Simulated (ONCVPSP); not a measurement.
# Potentials for Zr compared

Generated with ld1.x 7.5 (TM, RRKJ, ultrasoft, PAW), atompaw 4.2 or ONCVPSP 4.0.1. The cutoff is in Ry: for ld1.x and atompaw files where the sum of valence levels is converged to 10 mRy in a Bessel basis, for ONCV files where the hardest occupied wave has 1 mHa per electron of residual kinetic energy. The error is the largest all-electron minus pseudo excitation energy over each file’s own four to seven test configurations (ionisations up to +4, promotions, holes and added fractions of an electron), all of which were solved. The labels leave out finer settings (local radius, basis sizes, second energies), which also bear on the numbers. Spin-polarised tests are not counted. The rows are a selection from randomly drawn settings: files with unsolved tests, undetermined cutoffs or missed reference levels are left out.

A true bound ghost makes a file unfit for plane-wave use even where its test errors are small: the radial tests pick states by their node count and pass the ghost by.

```tsv
potential	cutoff (Ry)	largest error (meV)	bound ghosts
ONCV, LDA (Perdew-Zunger), fully relativistic, rc 2.35/1.55/1.80 (spd), local smoothed, core correction yes, reference 4s2 4p6 4d2 5s2, qcut 3.9/5.7/4.6, projectors 2/3/2	53	-11	d5/2, d3/2
ONCV, PBEsol, scalar-relativistic, rc 2.15/1.75/3.00 (spd), local smoothed, core correction no, reference 4s2 4p6 4d2 5s1.75, qcut 6.3/9.1/4.1, projectors 2/3/1	44	-17	none
ONCV, LDA (Perdew-Zunger), scalar-relativistic, rc 1.70/1.85/2.55 (spd), local smoothed, core correction no, reference 4s2 4p6 4d2 5s2, qcut 6.2/9.1/5.8, projectors 2/1/2	39	+14	none
ONCV, PBE, fully relativistic, rc 1.75/1.90/2.85 (spd), local smoothed, core correction yes, reference 4s2 4p6 4d2 5s1, qcut 5.6/7.8/5.5, projectors 2/2/2	46	-460	none
ONCV, PBE, scalar-relativistic, rc 2.55/2.65/2.55 (spd), local s, core correction yes, reference 4d2 5s2, qcut 2/2.5/8.7, projectors 0/1/3	25	+286	none
ONCV, LDA (Perdew-Zunger), fully relativistic, rc 2.25/1.45/2.25 (spd), local smoothed, core correction yes, reference 4s2 4p6 4d2 5s1, qcut 5.7/6.5/7.9, projectors 2/2/2	39	-6.2	none
```

Task: Fill in the row for Zr: ONCV, BLYP, scalar-relativistic, rc 2.10/1.80/2.85 (spd), local smoothed, core correction yes, reference 4s2 4p6 4d2 5s0.5, qcut 6.9/9.3/4.6, projectors 2/2/2.

Result: cutoff 45 Ry, largest error +389 meV, bound ghosts: none.

Task: Fill in the row for Zr: ONCV, LDA (Perdew-Zunger), scalar-relativistic, rc 3.15/3.35/2.45 (spd), local smoothed, core correction no, reference 4d2 5s1.5 5p0.5, qcut 2.1/2.4/6, projectors 2/2/2.

Result: cutoff 24 Ry, largest error +77 meV, bound ghosts: none.

Task: Fill in the row for Zr: ONCV, PBE, scalar-relativistic, rc 1.65/1.65/2.45 (spd), local s, core correction yes, reference 4s2 4p6 4d1, qcut 8.1/6.9/5.4, projectors 0/3/2.

Result: cutoff 44 Ry, largest error +187 meV, bound ghosts: none.
